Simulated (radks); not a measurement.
These are the eigenvalues of the occupied orbitals of an atom or ion with whole-number occupations (eV). Method: Dirac Kohn-Sham, PBE, spin-unpolarised, spherical densities, finite nucleus; Fermi nuclear charge, rms radius of each element as measured or else 0.836 A^(1/3) + 0.57 fm; computed with a radial shooting solver on a logarithmic mesh with Libxc functionals.

orbital  eigenvalue
1s1/2     -63181.66
2s1/2     -10781.10
2p1/2     -10293.36
2p3/2     -9175.955
3s1/2     -2473.852
3p1/2     -2257.746
3p3/2     -2019.429
3d3/2     -1652.061
3d5/2     -1600.037
4s1/2     -523.5856
4p1/2     -435.4859
4p3/2     -381.0877
4d3/2     -236.0637
4d5/2     -226.0988
5s1/2      -95.2168
5p1/2      -69.9536
5p3/2      -62.3310
4f5/2      -48.0434
4f7/2      -46.4339
6s1/2      -27.0285

Which element is it, and in what charge state? The configuration may be excited.

Answer. Z = 71, lutetium, charge +3: Lu3+ in [Xe] 4f(5/2: 5, 7/2: 8) 6s1. The list shows which subshells hold electrons but not how many an open one holds; the 1s level, -2321.9 hartree, gives Z - s = 68.1 by -(Z - s)^2/2, which with screening and relativity narrows Z to a few neighbours, and the depths of the outer levels then fix element, charge and occupations together.
